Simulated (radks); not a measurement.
Numerical settings for the titanium ion Ti2+, [Ar] 3d2. Method: non-relativistic Kohn-Sham, r2SCAN, spin-polarised, spherical densities, point nucleus; open shells are filled with parallel spins first; meta-GGA in the generalised Kohn-Sham scheme; computed with a radial shooting solver on a logarithmic mesh with Libxc functionals. The defaults (mesh step 0.008 in ln r, mesh end at 40 bohr or more with all orbitals vanishing there, Anderson mixing 0.5 over 9 steps, residual threshold near 1e-9 with the energy settled to 1e-9 hartree or 1e-11 of itself, here a cap of 53 iterations) give E = -848.534 hartree and 3d at -20.338 eV in 11 iterations. Run on one thread of a shared host, so times are rough (Arm Neoverse V1): 0.11 s of CPU time, 0.11 s wall, 11 iterations on 2476 mesh points. Changes against that run (0 stands for a change within the tolerance of the run):

mesh step in ln r 0.08: iterations 2; converged no; E (mhartree) diverged; CPU (s) 0.01
mesh step in ln r 0.05: iterations 10; converged yes; E (mhartree) +0.397; e(3d) (meV) -0.139; CPU (s) 0.03
mesh step in ln r 0.12: iterations 2; converged no; E (mhartree) diverged; CPU (s) 0.01
mesh end (bohr) 8: iterations 11; converged yes; E (mhartree) +0.00797; e(3d) (meV) +0.904; CPU (s) 0.11
mesh end (bohr) 2: iterations 10; converged level above zero; E (mhartree) +2.54e+03; e(3d) (meV) +2.59e+04; CPU (s) 0.08
residual threshold 0.01: iterations 9; converged yes; E (mhartree) 0; e(3d) (meV) -0.159; CPU (s) 0.1
residual threshold 1e-05: iterations 9; converged yes; E (mhartree) 0; e(3d) (meV) -0.159; CPU (s) 0.1
mixing 1: iterations 9; converged yes; E (mhartree) 0; e(3d) (meV) -0.0195; CPU (s) 0.1
linear mixing, mixing 0.8: iterations 19; converged yes; E (mhartree) 0; e(3d) (meV) +0.00811; CPU (s) 0.18
linear mixing, mixing 0.5: iterations 22; converged yes; E (mhartree) 0; e(3d) (meV) -0.00347; CPU (s) 0.19
mixing history 20: iterations 11; converged yes; E (mhartree) 0; e(3d) (meV) 0; CPU (s) 0.11
iteration cap 8: iterations 8; converged no; E (mhartree) 0; e(3d) (meV) -0.159; CPU (s) 0.08

Settled on a wrong energy, with an occupied level pushed above zero by the early mesh end: mesh end (bohr) 2 (+2.54 hartree). Apart from these: no run marked as converged misses the energy by more than 1 mhartree. A mesh that ends early acts as a hard wall.
